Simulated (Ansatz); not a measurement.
```yaml
crystal:
  periodic: [false, false, false]
  atoms:
    - {symbol: Si, position_ang: [1.142280, -1.528190, 1.394421]}
    - {symbol: O, position_ang: [0.335884, -0.522416, 0.396400]}
    - {symbol: Al, position_ang: [-0.606440, 0.028326, -0.881470]}
    - {symbol: Cl, position_ang: [-1.346389, -1.416794, -2.224825]}
    - {symbol: Ga, position_ang: [-1.122632, 2.452207, -1.198596]}
    - {symbol: H, position_ang: [2.252685, -2.196009, 0.665376]}
    - {symbol: H, position_ang: [0.225469, -2.566136, 1.935554]}
    - {symbol: H, position_ang: [1.707653, -0.747022, 2.525638]}
    - {symbol: H, position_ang: [-2.400658, 3.110459, -0.559056]}
    - {symbol: H, position_ang: [-0.187820, 3.385574, -2.053432]}
basis:
  gaussian: {orbitals: def2-mTZVPP}
total_charge: 1
magnetization: {spin_polarized: false, initial_magnetization: 1}
hamiltonian: {xc: {name: wB97}}
output: {forces: true}
```

```sh
$ ansatz run in.yaml --threads 4 --pin off --events-out ev --progress --plain --max-ram 10444MiB
```

Shortened log:

```
Functional definition: wB97
1553 factors; their error is unknown
585 factors; integrals over basis functions are off by at most 1.3e-5 eV
mean field evaluation 1: about -81490.7701 eV, gradient 8.1e1 eV
mean field evaluation 2: about -81450.4962 eV, gradient 1.4e2 eV
mean field evaluation 4: about -81502.5324 eV, gradient 9.6e0 eV
mean field evaluation 8: about -81502.7099 eV, gradient 2.2e-1 eV
mean field evaluation 16: about -81502.6744 eV, gradient 1.2e-4 eV
mean field -81502.67438792 eV, -2995.1680392591 hartree, gradient 2.9e-5 eV, S^2 0.750000; 0 other end points of the search recorded, 0 dependent functions left out
reference -81502.67437387 eV, -2995.1680387430 hartree; 44, 43 occupied and 117, 118 virtual orbitals, 1553 factors
Total energy: -81502.67437387 eV, -2995.1680387430 hartree
Atom 0 at     1.142280    -1.528190     1.394421 Å, force     1.216523    -1.296660     1.543445 eV/Å
Atom 1 at     0.335884    -0.522416     0.396400 Å, force    -1.423999     1.894860    -1.740102 eV/Å
Atom 2 at    -0.606440     0.028326    -0.881470 Å, force     0.771355    -3.475374     0.499381 eV/Å
Atom 3 at    -1.346389    -1.416794    -2.224825 Å, force     0.105595     1.217067     0.374631 eV/Å
Atom 4 at    -1.122632     2.452207    -1.198596 Å, force    -0.636328     2.892379    -0.408642 eV/Å
Atom 5 at     2.252685    -2.196009     0.665376 Å, force    -0.205159     0.196580    -0.095766 eV/Å
Atom 6 at     0.225469    -2.566136     1.935554 Å, force    -0.058073     0.225884    -0.195604 eV/Å
Atom 7 at     1.707653    -0.747022     2.525638 Å, force    -0.137063     0.026309    -0.211542 eV/Å
Atom 8 at    -2.400658     3.110459    -0.559056 Å, force     0.075206    -0.853799     0.190668 eV/Å
Atom 9 at    -0.187820     3.385574    -2.053432 Å, force     0.291941    -0.827248     0.043531 eV/Å
Dipole moment:    -0.254307     1.008951    -0.189113 e Å
```

Run time 6.5 s (4 threads of an Intel Xeon 6975P-C on a shared host); peak host memory 0.73 GiB.
